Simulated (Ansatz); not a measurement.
`B[SiH](F)BCl` and `B[SiH](F)Br` differ in one atom or group.

Ansatz, PBE0-D4/def2-TZVP geometries, multiplicity 1. Each molecule was computed in one conformer, which needn't be the lowest.

Scalar relativity is left out up to krypton.

```
                                      property  `B[SiH](F)BCl`
         HOMO–LUMO gap (B3LYP/def2-TZVPP) / eV            4.51
zero-point energy (PBE0-D4/def2-TZVP) / kJ/mol           118.9
size of the dipole moment (PBE/def2-TZVPP) / D            0.99
            LUMO energy (PBE0/def2-TZVPP) / eV           -2.96
          HOMO–LUMO gap (PBE0/def2-TZVPP) / eV            4.88
             LUMO energy (PBE/def2-TZVPP) / eV           -3.88
```

Give the same properties after the change, and the shifts. (Best estimate.)

Computed: 
```
                                      property  `B[SiH](F)Br`  shift
         HOMO–LUMO gap (B3LYP/def2-TZVPP) / eV           5.89   1.38
zero-point energy (PBE0-D4/def2-TZVP) / kJ/mol           87.8  -31.1
size of the dipole moment (PBE/def2-TZVPP) / D           1.04   0.05
            LUMO energy (PBE0/def2-TZVPP) / eV          -2.01   0.95
          HOMO–LUMO gap (PBE0/def2-TZVPP) / eV           6.28   1.40
             LUMO energy (PBE/def2-TZVPP) / eV          -2.93   0.95
```

With PBE0 the HOMO falls by 0.44 eV and the LUMO rises by 0.95 eV, so the gap widens by about 1.39 eV. PBE moves the HOMO by -0.46 eV and ωB97M-V by -0.44 eV. The zero-point energy changes by -31.1 kJ/mol with -6 modes. Dipoles are sizes alone; their direction can turn.

B3LYP here is the variant with VWN-RPA as its local correlation; programs differ in this.

Spin–orbit coupling is left out; it splits and shifts lone-pair levels of the heavy atoms by tenths of an eV.
